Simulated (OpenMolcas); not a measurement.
Fe5+, Ru5+, Os5+: d3 down the group

| Quantity | Value |
| --- | --- |
| Program | OpenMolcas 26.06 |
| Method | RASSCF |
| Basis | ANO-RCC-VQZP |
| Scalar Hamiltonian | DKH2, point nucleus |
| Spin-orbit coupling | RASSI with atomic mean-field integrals over the reference wave functions, term energies averaged over their components |

Active space for each ion: 9 electrons in 8 orbitals (RAS1 p, at most 2 holes; RAS2 d).

Computed levels in cm-1 above 4F 3/2:

```tsv
Level	Fe5+	Ru5+	Os5+
4F 5/2	532	1414	6305
4F 7/2	1249	3152	11687
4F 9/2	2128	5073	15631
4P 1/2	21742	15703	18866
4P 5/2	22605	17921	26691
2G 7/2	23843	18599	25309
2G 9/2	24579	19823	40047
2P 1/2	28425	22289	31881
2P 3/2	28473	26552	43210
weight of 4F in the lowest level (%)	100	98	84
```

Mixed levels, with the weight of the term that names them: Fe5+ 2P 3/2 (73 %), Ru5+ 2P 3/2 (52 %), Os5+ 4F 9/2 (67 %), Os5+ 4P 1/2 (73 %), Os5+ 2G 9/2 (55 %), Os5+ 2P 1/2 (73 %), Os5+ 2P 3/2 (59 %).

Measured, with the error of the calculation in %. Measured levels: Fe5+ from Corliss and Sugar, J. Phys. Chem. Ref. Data 11, 135 (1982); Os5+ from the list in Brasseur, Palmeri and Quinet, Atoms 13, 11 (2025).

```json
{"Level": "4F 5/2", "Fe5+": "511 (+4.0)", "Os5+": "6397 (-1.4)"}
{"Level": "4F 7/2", "Fe5+": "1188 (+5.1)", "Os5+": "11444 (+2.1)"}
{"Level": "4F 9/2", "Fe5+": "2001 (+6.4)", "Os5+": "14678 (+6.5)"}
{"Level": "4P 1/2", "Fe5+": "18738 (+16.0)", "Os5+": "16772 (+12.5)"}
{"Level": "4P 5/2", "Fe5+": "19611 (+15.3)", "Os5+": "24828 (+7.5)"}
{"Level": "2G 7/2", "Fe5+": "20616 (+15.6)", "Os5+": "22920 (+10.4)"}
{"Level": "2G 9/2", "Fe5+": "21315 (+15.3)", "Os5+": "37019 (+8.2)"}
{"Level": "2P 1/2", "Fe5+": "26496 (+7.3)", "Os5+": "28860 (+10.5)"}
{"Level": "2P 3/2", "Fe5+": "26215 (+8.6)", "Os5+": "40203 (+7.5)"}
```

The fine-structure level 4F 9/2 changes by a factor of 7.35 from Fe5+ to Os5+.

Without spin-orbit coupling 4P lies 21073, 14163, 13025 cm-1 above 4F in that order; the difference to the level 4P 1/2, of either sign, comes from spin-orbit coupling, which also lowers the zero.

Without dynamic correlation excited terms often stand tens of per cent too high (terms of higher spin than the ground term too low), and those without a measured partner can miss by more than the paired ones. Active for correlation alone: 3p; no level in the range computed is led by a configuration that opens it, so any true level of that kind is missing (holds for Fe5+). Active for correlation alone: 4p; no level in the range computed is led by a configuration that opens it, so any true level of that kind is missing (holds for Ru5+). Active for correlation alone: 5p; no level in the range computed is led by a configuration that opens it, so any true level of that kind is missing (holds for Os5+). Measured partners are found by configuration, term and J. A level has none where our copy of the source lacks it or the pairing is in doubt (some pairs that miss far off the trend of their configuration count as doubtful), and it then counts in no deviation. Levels of configurations outside the active space are missing.
